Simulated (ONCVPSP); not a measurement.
Ti (Z = 22): one change to an ONCV potential, before and after

- Element: Ti (Z = 22)
- Generator: ONCVPSP 4.0.1
- Type: optimised norm-conserving Vanderbilt (ONCV)
- Functional: PBE
- Relativity: scalar-relativistic
- Frozen core: [Ne]
- Valence charge: 12
- Reference configuration: 3s2 3p6 3d3 4s1
- Partial waves: 3s+4s: rc 1.90 bohr, ncon 5, nbas 9, qcut 6 1/bohr, 2 projectors; 3p: rc 1.70 bohr, ncon 5, nbas 8, qcut 8.9 1/bohr, 3 projectors, debl 1.6 Ha; 3d: rc 2.00 bohr, ncon 4, nbas 9, qcut 6.3 1/bohr, 2 projectors, debl 3.4 Ha
- Local potential: polynomial inside 1.35 bohr (lpopt 4, dvloc0 2 Ha)
- Core correction: Teter function, fcfact 4.25, rcfact 1.7

Change: d: rc 2.24.

Cutoffs: the cutoffs (Ha) at which the residual kinetic energy of the hardest occupied pseudo-wave falls to 1 and 0.1 mHa per electron; they do not see the model core or the augmentation charge, which bear on the density cutoff. Errors are all-electron minus pseudo energies relative to the spin-unpolarised reference configuration.

Task: Predict the effect on cutoff, ghosts and configuration errors.

Result: The potential gets softer (20 Ha and 37 Ha → 20 Ha and 24 Ha); of the 3 tests that both files solve, the error grows in 3 and shrinks in 0 by more than 15 % and 0.3 meV (median size 26.5 → 38.1 meV); neither file shows a bound ghost. A larger radius leaves more room for a smooth pseudo-wave, so fewer plane waves are needed. More of the atom is replaced by a form fitted at one configuration, so other configurations suffer.

| quantity | base | changed |
| --- | --- | --- |
| cutoff, loose | 20 Ha | 20 Ha |
| cutoff, tight | 37 Ha | 24 Ha |
| loose cutoff by channel | s 10 Ha, p 20 Ha, d 18 Ha | s 10 Ha, p 20 Ha, d 16 Ha |
| bound ghosts | none | none |
| GHOST(+) flags under 300 eV | none | none |
| tests with a reliable result | 3 of 4 | 3 of 4 |
| error for 3s2 3p6 3d2 4s2, meV [ΔE -1.11 eV] | +39 | +56 |
| error for 3s2 3p6 3d2 4s1, meV [ΔE 6.24 eV] | +26 | +38 |
| error for 3s2 3p6 3d2.5 4s1.5, meV [ΔE -0.75 eV] | +7.1 | +10 |
| s: phases at 1.93 bohr within 0.05 rad from the reference energy up to (Ha; the scan ends near 5) | to the end of the scan | to the end of the scan |
| p: phases at 1.73 bohr within 0.05 rad from the reference energy up to (Ha; the scan ends near 5) | to the end of the scan | to the end of the scan |
| rms error of d²Exc/dni dnj with the model core, mHa | 2.92 | 2.96 |

Base: The cutoffs count occupied waves only; projector 2 of the d channel, the hardest unoccupied one, needs 67 Ha at the loose tolerance.
